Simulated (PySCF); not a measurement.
# Removing an electron from `C=CC[C@H]1CC[CH2][AlH]1`

Species: C7H13Al.
Geometry (PBE0-D3(BJ)/def2-SVP, Å), atoms numbered from 1 in this order:
```xyz
21
C7H13Al angstrom
C      0.930    1.782   -1.469
C      1.305    0.627   -0.885
C      0.766   -0.724   -1.275
C     -0.617   -0.932   -0.607
C     -0.532   -1.571    0.788
C     -0.013   -0.597    1.861
C     -0.764    0.744    1.807
Al    -1.139    0.945   -0.123
H      1.281    2.750   -1.100
H      0.314    1.791   -2.376
H      1.959    0.683   -0.007
H      1.484   -1.517   -0.999
H      0.649   -0.753   -2.370
H     -1.249   -1.545   -1.266
H      0.086   -2.489    0.780
H     -1.549   -1.893    1.080
H     -0.073   -1.074    2.855
H      1.065   -0.422    1.692
H     -1.744    0.646    2.315
H     -0.232    1.550    2.337
H     -2.019    2.045   -0.874
```

Level: B3LYP/def2-SVPD (PySCF). Frontier orbitals with their largest atomic shares (Löwdin; up to four atoms above 4 %):

| orbital | ε (eV) | main atoms |
| --- | --- | --- |
| HOMO−3 | -8.61 | C6 19 %, C5 13 %, C7 11 %, H18 10 % |
| HOMO−2 | -7.81 | C1 26 %, C2 20 %, C4 10 %, C3 8 % |
| HOMO−1 | -7.07 | C7 22 %, Al8 20 %, H21 17 %, C6 9 % |
| HOMO | -6.31 | ? |
| LUMO | -1.20 | C2 37 %, C1 26 %, Al8 7 %, C3 5 % |
| LUMO+1 | 0.13 | Al8 36 %, C1 15 %, H21 8 %, C7 6 % |
| LUMO+2 | 0.29 | Al8 36 %, H9 6 %, H11 6 %, C2 5 % |

Task: What vertical ionisation energy does ΔSCF give, and how far is −ε(HOMO) from it?

Result: ΔSCF: 8.26 eV (797 kJ/mol; threshold wavelength 150 nm); ⟨S²⟩ of the doublet left behind is 0.756, against 0.75 for a pure doublet. −ε(HOMO) is 6.31 eV, 1.95 eV below it. In exact Kohn–Sham theory the two would be equal; B3LYP (global hybrid, 20 % exact exchange) falls short of its own ΔSCF value by 24 %. Holes in the HOMO−1 and HOMO−2 were tried too where these lie within 1.2 eV of the HOMO; the lowest converged state counts.

Task: On which atoms does the HOMO lie?

Result: C4 (sp3 CH carbon) 32 %, C7 (ring CH2 carbon) 19 %, Al8 (aluminium bonded to 2 C and H) 18 %, C3 (allylic carbon) 6 %, so no atom holds as much as 40 %. The HOMO−1 lies 0.76 eV lower.

Task: What total energies stand behind the ΔSCF value?

Result: E(N) = -516.73032 Eh and E(N − 1) = -516.42676 Eh at the same geometry, 0.30356 Eh apart.

Task: Shift the occupied levels rigidly so that −ε(HOMO) equals the ΔSCF value. What binding energies result?

Result: The shift is +1.95 eV: HOMO 8.26, HOMO−1 9.02, HOMO−2 9.76, HOMO−3 10.56 eV. A rigid shift is only a rough guide to the deeper ionisations.

Isolated species at its PBE0-D3(BJ)/def2-SVP geometry (one conformer only).
